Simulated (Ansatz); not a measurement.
## Molecular dynamics of CH5F3Ge

Input:

```yaml
crystal:
  periodic: [false, false, false]
  atoms:
    - { symbol: Ge, position_ang: [-0.643989, 0.565221, 0.487795] }
    - { symbol: C, position_ang: [0.626811, -0.646691, -0.79009] }
    - { symbol: F, position_ang: [-1.690372, 0.818079, -0.885861] }
    - { symbol: F, position_ang: [-1.794418, -0.270682, 1.472571] }
    - { symbol: F, position_ang: [-0.200109, 2.221989, 0.712744] }
    - { symbol: H, position_ang: [0.778316, -0.318199, 0.581958] }
    - { symbol: H, position_ang: [0.594129, 0.124654, 1.643164] }
    - { symbol: H, position_ang: [1.565795, -1.167577, -0.511278] }
    - { symbol: H, position_ang: [-0.09605, -1.403538, -1.126642] }
    - { symbol: H, position_ang: [0.859988, 0.076643, -1.58446] }
basis:
  gaussian: { orbitals: def2-SVP }
hamiltonian:
  xc: b3lyp
md:
  timestep: 0.5
  n_steps: 200
  ensemble: nve
  temperature: 300.0
  initial_velocities: maxwell_boltzmann
  seed: 6704
```

Launched with:

```bash
$ ansatz run input.yaml --threads 2 --pin off --max-ram 3072MiB --backend cpu --events-out ev --progress --plain --runs-dir out
```

It starts at the highest image of a converged band. Of that band: Neighbouring images differ by up to 3.1 eV, so the band resolves the path poorly. A vibrational analysis at the climbing image gives one clearly imaginary mode, 1818i cm⁻¹: a first-order saddle point.

Output, in part (one step line in 3, the closing report, with atoms numbered from 0):

```
md step     0: t =     0.00 fs  T =   300.0 K  F+E_penalty+E_count = -65773.65562351 eV  E_kin = 0.310224 eV  conserved = -65773.34539951 eV  (26 SCF iters)
md step     3: t =     1.50 fs  T =   258.2 K  F+E_penalty+E_count = -65773.61156030 eV  E_kin = 0.266962 eV  conserved = -65773.34459854 eV  (30 SCF iters)
md step     6: t =     3.00 fs  T =   209.1 K  F+E_penalty+E_count = -65773.56037515 eV  E_kin = 0.216262 eV  conserved = -65773.34411297 eV  (30 SCF iters)
md step     9: t =     4.50 fs  T =   210.6 K  F+E_penalty+E_count = -65773.56243975 eV  E_kin = 0.217763 eV  conserved = -65773.34467666 eV  (30 SCF iters)
md step    12: t =     6.00 fs  T =   203.6 K  F+E_penalty+E_count = -65773.55547668 eV  E_kin = 0.210553 eV  conserved = -65773.34492325 eV  (30 SCF iters)
md step    15: t =     7.50 fs  T =   174.2 K  F+E_penalty+E_count = -65773.52390707 eV  E_kin = 0.180148 eV  conserved = -65773.34375922 eV  (30 SCF iters)
md step    18: t =     9.00 fs  T =   257.2 K  F+E_penalty+E_count = -65773.60929487 eV  E_kin = 0.265935 eV  conserved = -65773.34336029 eV  (29 SCF iters)
md step    21: t =    10.50 fs  T =   507.0 K  F+E_penalty+E_count = -65773.86858760 eV  E_kin = 0.524330 eV  conserved = -65773.34425796 eV  (29 SCF iters)
md step    24: t =    12.00 fs  T =   819.0 K  F+E_penalty+E_count = -65774.19407566 eV  E_kin = 0.846921 eV  conserved = -65773.34715433 eV  (29 SCF iters)
md step    27: t =    13.50 fs  T =  1026.3 K  F+E_penalty+E_count = -65774.40378558 eV  E_kin = 1.061250 eV  conserved = -65773.34253590 eV  (30 SCF iters)
md step    30: t =    15.00 fs  T =  1578.3 K  F+E_penalty+E_count = -65774.98168506 eV  E_kin = 1.632135 eV  conserved = -65773.34955001 eV  (30 SCF iters)
md step    33: t =    16.50 fs  T =  1939.0 K  F+E_penalty+E_count = -65775.35239682 eV  E_kin = 2.005041 eV  conserved = -65773.34735564 eV  (30 SCF iters)
md step    36: t =    18.00 fs  T =  2082.8 K  F+E_penalty+E_count = -65775.49740693 eV  E_kin = 2.153748 eV  conserved = -65773.34365871 eV  (30 SCF iters)
md step    39: t =    19.50 fs  T =  2411.0 K  F+E_penalty+E_count = -65775.84087074 eV  E_kin = 2.493161 eV  conserved = -65773.34770975 eV  (29 SCF iters)
md step    42: t =    21.00 fs  T =  2512.1 K  F+E_penalty+E_count = -65775.94405808 eV  E_kin = 2.597680 eV  conserved = -65773.34637778 eV  (30 SCF iters)
md step    45: t =    22.50 fs  T =  2626.7 K  F+E_penalty+E_count = -65776.06388421 eV  E_kin = 2.716259 eV  conserved = -65773.34762530 eV  (30 SCF iters)
md step    48: t =    24.00 fs  T =  2708.9 K  F+E_penalty+E_count = -65776.14758299 eV  E_kin = 2.801214 eV  conserved = -65773.34636883 eV  (30 SCF iters)
md step    51: t =    25.50 fs  T =  2677.3 K  F+E_penalty+E_count = -65776.11189586 eV  E_kin = 2.768589 eV  conserved = -65773.34330696 eV  (31 SCF iters)
md step    54: t =    27.00 fs  T =  2868.6 K  F+E_penalty+E_count = -65776.31367716 eV  E_kin = 2.966386 eV  conserved = -65773.34729108 eV  (30 SCF iters)
md step    57: t =    28.50 fs  T =  2848.5 K  F+E_penalty+E_count = -65776.29286015 eV  E_kin = 2.945584 eV  conserved = -65773.34727613 eV  (29 SCF iters)
md step    60: t =    30.00 fs  T =  2842.0 K  F+E_penalty+E_count = -65776.28370733 eV  E_kin = 2.938882 eV  conserved = -65773.34482491 eV  (31 SCF iters)
md step    63: t =    31.50 fs  T =  2989.2 K  F+E_penalty+E_count = -65776.43964723 eV  E_kin = 3.091043 eV  conserved = -65773.34860436 eV  (30 SCF iters)
md step    66: t =    33.00 fs  T =  2833.4 K  F+E_penalty+E_count = -65776.27332285 eV  E_kin = 2.929968 eV  conserved = -65773.34335485 eV  (31 SCF iters)
md step    69: t =    34.50 fs  T =  2897.1 K  F+E_penalty+E_count = -65776.34110108 eV  E_kin = 2.995819 eV  conserved = -65773.34528198 eV  (31 SCF iters)
md step    72: t =    36.00 fs  T =  2951.8 K  F+E_penalty+E_count = -65776.40178691 eV  E_kin = 3.052434 eV  conserved = -65773.34935327 eV  (30 SCF iters)
md step    75: t =    37.50 fs  T =  2851.1 K  F+E_penalty+E_count = -65776.29187658 eV  E_kin = 2.948304 eV  conserved = -65773.34357220 eV  (30 SCF iters)
md step    78: t =    39.00 fs  T =  2913.0 K  F+E_penalty+E_count = -65776.36087825 eV  E_kin = 3.012313 eV  conserved = -65773.34856516 eV  (30 SCF iters)
md step    81: t =    40.50 fs  T =  2743.2 K  F+E_penalty+E_count = -65776.17945029 eV  E_kin = 2.836665 eV  conserved = -65773.34278557 eV  (31 SCF iters)
md step    84: t =    42.00 fs  T =  2857.3 K  F+E_penalty+E_count = -65776.30019294 eV  E_kin = 2.954691 eV  conserved = -65773.34550145 eV  (30 SCF iters)
md step    87: t =    43.50 fs  T =  2955.3 K  F+E_penalty+E_count = -65776.40590781 eV  E_kin = 3.056027 eV  conserved = -65773.34988118 eV  (29 SCF iters)
md step    90: t =    45.00 fs  T =  2840.2 K  F+E_penalty+E_count = -65776.27753971 eV  E_kin = 2.937011 eV  conserved = -65773.34052909 eV  (30 SCF iters)
md step    93: t =    46.50 fs  T =  3105.7 K  F+E_penalty+E_count = -65776.56150434 eV  E_kin = 3.211548 eV  conserved = -65773.34995596 eV  (29 SCF iters)
md step    96: t =    48.00 fs  T =  3048.6 K  F+E_penalty+E_count = -65776.49718883 eV  E_kin = 3.152498 eV  conserved = -65773.34469114 eV  (29 SCF iters)
md step    99: t =    49.50 fs  T =  3057.3 K  F+E_penalty+E_count = -65776.50557174 eV  E_kin = 3.161532 eV  conserved = -65773.34403935 eV  (29 SCF iters)
md step   102: t =    51.00 fs  T =  3193.3 K  F+E_penalty+E_count = -65776.65194947 eV  E_kin = 3.302126 eV  conserved = -65773.34982308 eV  (28 SCF iters)
md step   105: t =    52.50 fs  T =  3060.7 K  F+E_penalty+E_count = -65776.50684487 eV  E_kin = 3.165039 eV  conserved = -65773.34180569 eV  (28 SCF iters)
md step   108: t =    54.00 fs  T =  3136.4 K  F+E_penalty+E_count = -65776.59355018 eV  E_kin = 3.243244 eV  conserved = -65773.35030615 eV  (28 SCF iters)
md step   111: t =    55.50 fs  T =  2906.1 K  F+E_penalty+E_count = -65776.34898407 eV  E_kin = 3.005172 eV  conserved = -65773.34381214 eV  (28 SCF iters)
md step   114: t =    57.00 fs  T =  2819.5 K  F+E_penalty+E_count = -65776.25933981 eV  E_kin = 2.915597 eV  conserved = -65773.34374238 eV  (28 SCF iters)
md step   117: t =    58.50 fs  T =  2901.6 K  F+E_penalty+E_count = -65776.35041946 eV  E_kin = 3.000501 eV  conserved = -65773.34991832 eV  (28 SCF iters)
md step   120: t =    60.00 fs  T =  2637.8 K  F+E_penalty+E_count = -65776.06916096 eV  E_kin = 2.727678 eV  conserved = -65773.34148308 eV  (28 SCF iters)
md step   123: t =    61.50 fs  T =  2673.3 K  F+E_penalty+E_count = -65776.11369480 eV  E_kin = 2.764369 eV  conserved = -65773.34932568 eV  (28 SCF iters)
md step   126: t =    63.00 fs  T =  2547.6 K  F+E_penalty+E_count = -65775.98011598 eV  E_kin = 2.634470 eV  conserved = -65773.34564629 eV  (29 SCF iters)
md step   129: t =    64.50 fs  T =  2375.0 K  F+E_penalty+E_count = -65775.79929157 eV  E_kin = 2.455920 eV  conserved = -65773.34337206 eV  (27 SCF iters)
md step   132: t =    66.00 fs  T =  2428.2 K  F+E_penalty+E_count = -65775.85860781 eV  E_kin = 2.510994 eV  conserved = -65773.34761393 eV  (29 SCF iters)
md step   135: t =    67.50 fs  T =  2324.5 K  F+E_penalty+E_count = -65775.74722495 eV  E_kin = 2.403728 eV  conserved = -65773.34349701 eV  (29 SCF iters)
md step   138: t =    69.00 fs  T =  2436.9 K  F+E_penalty+E_count = -65775.86913123 eV  E_kin = 2.519924 eV  conserved = -65773.34920702 eV  (30 SCF iters)
md step   141: t =    70.50 fs  T =  2405.7 K  F+E_penalty+E_count = -65775.83334289 eV  E_kin = 2.487721 eV  conserved = -65773.34562222 eV  (30 SCF iters)
md step   144: t =    72.00 fs  T =  2337.4 K  F+E_penalty+E_count = -65775.75979469 eV  E_kin = 2.417072 eV  conserved = -65773.34272282 eV  (30 SCF iters)
md step   147: t =    73.50 fs  T =  2560.0 K  F+E_penalty+E_count = -65775.99558089 eV  E_kin = 2.647296 eV  conserved = -65773.34828493 eV  (30 SCF iters)
md step   150: t =    75.00 fs  T =  2498.0 K  F+E_penalty+E_count = -65775.92935285 eV  E_kin = 2.583141 eV  conserved = -65773.34621157 eV  (29 SCF iters)
md step   153: t =    76.50 fs  T =  2484.4 K  F+E_penalty+E_count = -65775.91533939 eV  E_kin = 2.569120 eV  conserved = -65773.34621957 eV  (31 SCF iters)
md step   156: t =    78.00 fs  T =  2567.4 K  F+E_penalty+E_count = -65776.00203225 eV  E_kin = 2.654918 eV  conserved = -65773.34711395 eV  (30 SCF iters)
md step   159: t =    79.50 fs  T =  2476.0 K  F+E_penalty+E_count = -65775.90423716 eV  E_kin = 2.560422 eV  conserved = -65773.34381468 eV  (29 SCF iters)
md step   162: t =    81.00 fs  T =  2562.8 K  F+E_penalty+E_count = -65775.99643096 eV  E_kin = 2.650177 eV  conserved = -65773.34625436 eV  (30 SCF iters)
md step   165: t =    82.50 fs  T =  2551.1 K  F+E_penalty+E_count = -65775.98542107 eV  E_kin = 2.638042 eV  conserved = -65773.34737857 eV  (30 SCF iters)
md step   168: t =    84.00 fs  T =  2557.2 K  F+E_penalty+E_count = -65775.98952037 eV  E_kin = 2.644325 eV  conserved = -65773.34519533 eV  (30 SCF iters)
md step   171: t =    85.50 fs  T =  2652.8 K  F+E_penalty+E_count = -65776.09157778 eV  E_kin = 2.743167 eV  conserved = -65773.34841066 eV  (29 SCF iters)
md step   174: t =    87.00 fs  T =  2478.5 K  F+E_penalty+E_count = -65775.90538634 eV  E_kin = 2.562946 eV  conserved = -65773.34244004 eV  (31 SCF iters)
md step   177: t =    88.50 fs  T =  2626.0 K  F+E_penalty+E_count = -65776.06089171 eV  E_kin = 2.715489 eV  conserved = -65773.34540288 eV  (30 SCF iters)
md step   180: t =    90.00 fs  T =  2756.9 K  F+E_penalty+E_count = -65776.20082329 eV  E_kin = 2.850816 eV  conserved = -65773.35000690 eV  (29 SCF iters)
md step   183: t =    91.50 fs  T =  2670.8 K  F+E_penalty+E_count = -65776.10400215 eV  E_kin = 2.761833 eV  conserved = -65773.34216884 eV  (30 SCF iters)
md step   186: t =    93.00 fs  T =  2864.3 K  F+E_penalty+E_count = -65776.31058185 eV  E_kin = 2.961924 eV  conserved = -65773.34865833 eV  (28 SCF iters)
md step   189: t =    94.50 fs  T =  2816.4 K  F+E_penalty+E_count = -65776.25674898 eV  E_kin = 2.912432 eV  conserved = -65773.34431702 eV  (30 SCF iters)
md step   192: t =    96.00 fs  T =  2881.0 K  F+E_penalty+E_count = -65776.32441400 eV  E_kin = 2.979175 eV  conserved = -65773.34523911 eV  (30 SCF iters)
md step   195: t =    97.50 fs  T =  2937.5 K  F+E_penalty+E_count = -65776.38718292 eV  E_kin = 3.037611 eV  conserved = -65773.34957206 eV  (29 SCF iters)
md step   198: t =    99.00 fs  T =  2791.1 K  F+E_penalty+E_count = -65776.22754704 eV  E_kin = 2.886229 eV  conserved = -65773.34131796 eV  (30 SCF iters)
md step   200: t =   100.00 fs  T =  2908.3 K  F+E_penalty+E_count = -65776.35754209 eV  E_kin = 3.007437 eV  conserved = -65773.35010500 eV  (26 SCF iters)
Total energy: -65776.35786175 eV, -2417.2365666026 hartree
Atom 0 at    -0.818991     0.538597     0.084022 Å, force    -0.545684     0.294905     0.873644 eV/Å
Atom 1 at     0.533207    -0.567172    -0.430113 Å, force     2.091102     0.089681    -0.827574 eV/Å
Atom 2 at    -2.130851     1.178133    -0.748531 Å, force    -1.003894     0.502092    -0.996495 eV/Å
Atom 3 at    -1.492270    -0.276552     1.410813 Å, force    -0.916172    -0.455893     1.089246 eV/Å
Atom 4 at     0.001374     1.851997     0.789371 Å, force     0.280601     1.119763     0.349634 eV/Å
Atom 5 at     6.829640     0.381797    11.486587 Å, force    -0.136412     0.299120     1.637480 eV/Å
Atom 6 at     6.888426     0.252935    10.781251 Å, force     0.136431    -0.299091    -1.637474 eV/Å
Atom 7 at     1.351769     0.185195    -0.500761 Å, force     0.029597    -0.578597    -0.220998 eV/Å
Atom 8 at     0.691080    -1.092655     0.522850 Å, force     0.105780    -0.585770    -0.389776 eV/Å
Atom 9 at     0.475883    -1.146528    -1.351832 Å, force    -0.041349    -0.386209     0.122314 eV/Å
Dipole moment:     0.437865    -0.387236    -0.439309 e Å
```

The run went to its last step. The conserved energy stayed within 0.53 meV per atom of its start (net change -0.47 meV per atom), so the integration is sound. The system heated up, since it started high on the potential surface and ran downhill. A run of 0.1 ps of so small a system gives no equilibrium averages. The orbitals stay closed-shell, which can raise the energy where a bond breaks towards radicals; this wasn't checked here.

The step under study would form Ge1–H7, C2–H6 and break Ge1–C2, H6–H7. These pairs go: Ge1–H7 1.75 → 13.19 Å, C2–H6 1.42 → 13.51 Å, Ge1–C2 2.17 → 1.82 Å, H6–H7 1.16 → 0.72 Å. In the last frame they stand as before the step (other bonds may differ from the relaxed reactants and products). Also parted: Ge1–H6 1.68 → 13.73 Å. It ends as CH3F3Ge + H2. Pairs count as bonded within 1.25 times the sum of covalent radii (0.12 Å more for H–H).

Last frame:

```xyz
10
Properties=species:S:1:pos:R:3
Ge -0.819 0.539 0.084
C 0.533 -0.567 -0.430
F -2.131 1.178 -0.749
F -1.492 -0.277 1.411
F 0.001 1.852 0.789
H 6.830 0.382 11.487
H 6.888 0.253 10.781
H 1.352 0.185 -0.501
H 0.691 -1.093 0.523
H 0.476 -1.147 -1.352
```

The run took 7.8 min on 2 threads of Intel(R) Xeon(R) Platinum 8488C (Sapphire Rapids) (shared host), peak memory 0.3 GiB.
